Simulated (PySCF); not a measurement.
# Peak assignment

Atom-mapped SMILES (the numbers label the heavy atoms): `[CH2:1]=[C:2]([SiH2:3][O:4][SiH2:5][Cl:6])[C:7]([CH3:8])=[O:9]`; H(Xn) means a hydrogen on atom n. Ha(C1) is cis to Si3; Hb(C1) is trans to Si3.

Non-relativistic, one conformer, gas phase, equivalent nuclei averaged. PBE0/pcSseg-1 with gauge-including orbitals; geometry from GFN2-xTB; PySCF.

Referencing at the same level of theory: TMS for ¹³C (σref 186.93), ¹H (σref 31.72).

**Question.** Assign these signals to the numbered atoms. ¹³C{¹H} NMR (computed): δ 216.1 (C), 160.6 (C), 136.3 (CH2), 35.1 (CH3).

**Answer.** 
216.1 → C7, ketone carbonyl carbon: low-lying n→π* states of the double bond to the heteroatom give a large paramagnetic term (-279 ppm)
160.6 → C2, α carbon of a C=C–C=O unit: as expected for a trigonal carbon in a double bond
136.3 → C1, β carbon of a C=C–C=O unit: conjugation with the carbonyl draws π density from the β position
35.1 → C8, methyl carbon α to a carbonyl: the adjacent C=O deshields it moderately

**Question.** Assign these signals to the numbered atoms. ¹H NMR (600 MHz, computed): δ 6.27 (br s, 1H), 6.04 (br s, 1H), 5.45 (s, 2H), 5.40 (s, 2H), 2.45 (s, 3H).

**Answer.** 
6.27 → Hb(C1), hydrogen on a β carbon of a C=C–C=O unit: a vinylic proton, deshielded by the sp2 carbon and the C=C anisotropy
6.04 → Ha(C1), hydrogen on a β carbon of a C=C–C=O unit
5.45 → H(Si5), hydrogen on a silicon bonded to Cl, O
5.40 → H(Si3), hydrogen on a silicon bonded to C, O
2.45 → H(C8), hydrogen on a methyl carbon α to a carbonyl: α to C=O

H(Si5) and H(Si3) lie closer than the usual error of such a calculation, so a measured spectrum could show them in the other order.

Shifts are as computed. Against solution values, carbons near 30 ppm lie about +3 ppm off and those near 130 ppm about +5 ppm. Of 1211 compounds with measured shifts, 218 miss one by over three times the rms of a fit or turn the order of signals round; such compounds aren't used in these exercises. No couplings were computed; multiplicities are counted from neighbouring protons, with m where these are inequivalent, close in shift, in a saturated or five-membered ring or joined by F or P, and br s for small geminal =CH2 splittings.
